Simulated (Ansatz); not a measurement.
F$_{4}$Si, singlet, at a GFN2-xTB geometry; BCCD(T)/pcseg-1 (Ansatz, a quantum-chemistry and plane-wave program).

Ansatz was given this input:
Ansatz 0.2 input:
```yaml
crystal:
  periodic: [false, false, false]
  atoms:
    - {symbol: Si, position_ang: [0.00000000, -0.00000000, 0.00000000]}
    - {symbol: F, position_ang: [0.88552320, 0.90402113, 0.92229500]}
    - {symbol: F, position_ang: [-0.91389002, -0.91243756, 0.88560507]}
    - {symbol: F, position_ang: [-0.89400971, 0.90408216, -0.91401078]}
    - {symbol: F, position_ang: [0.92237653, -0.89566573, -0.89388928]}
basis:
  gaussian:
    orbitals: pcseg-1.json
magnetization: {spin_polarized: false}
correlation: {method: bccd_t}
```
The basis file holds pcseg-1 in the JSON format of the Basis Set Exchange.

What the program printed (banner, timings and long lists left out):

```
Functional definition: HF
657 factors; integrals over basis functions are off by at most 7.7e-4 eV
mean field evaluation 1: about -18685.3557 eV, gradient 4.4e1 eV
mean field evaluation 2: about -18685.6824 eV, gradient 4.5e1 eV
mean field evaluation 4: about -18688.7913 eV, gradient 2.0e0 eV
mean field evaluation 8: about -18688.8434 eV, gradient 5.6e-2 eV
mean field evaluation 16: about -18687.3266 eV, gradient 2.5e1 eV
mean field -18688.84338675 eV, -686.8023267101 hartree, gradient 6.0e-6 eV, S^2 0.000000; 0 other end points of the search recorded, 0 dependent functions left out
9 core orbitals not correlated
reference -18688.84338675 eV, -686.8023267101 hartree; 16, 16 occupied and 49, 49 virtual orbitals, 657 factors
second order -22.39863508 eV of doubles, -0.00000000 eV of singles
cycle   1  -21.81914614 eV  change    5.8e-1 eV  update   9.9e-2
cycle   2  -22.22370205 eV  change   -4.0e-1 eV  update   3.2e-2
cycle   3  -22.32916510 eV  change   -1.1e-1 eV  update   1.2e-2
cycle   4  -22.31537578 eV  change    1.4e-2 eV  update   2.1e-3
cycle   5  -22.31317883 eV  change    2.2e-3 eV  update   5.1e-4
cycle   6  -22.31329866 eV  change   -1.2e-4 eV  update   1.5e-4
cycle   7  -22.31310433 eV  change    1.9e-4 eV  update   4.1e-5
cycle   8  -22.31304839 eV  change    5.6e-5 eV  update   9.2e-6
cycle   9  -22.31304840 eV  change   -6.5e-9 eV  update   2.4e-6
perturbative correction -0.37464208 eV, -0.0137678424 hartree
Total energy: -18711.53107723 eV, -687.6360839569 hartree
```
